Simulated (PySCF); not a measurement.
C₂H₇ClSi₃, SMILES Cl[Si@@H]1C=C[SiH2][SiH2]1.

The structure is a stationary point at B3LYP-D3(BJ)/def2-SVP. The structure was generated by enumeration; whether it is a known compound was not checked.

Vertical ionisation energy (IE) and electron affinity (EA) in eV. Rows of orbital energies are one-electron estimates. Where ΔSCF, EOM or ADC give a negative EA the extra electron is unbound and the value depends on the basis.

```
level                                              IE    EA
-----------------------------------------------  ----  ----
−ε(HOMO), −ε(LUMO), CAM-B3LYP/def2-TZVP (PySCF)  8.77  0.18
−ε(HOMO), −ε(LUMO), PBE/def2-TZVP (PySCF)        6.48  2.30
```
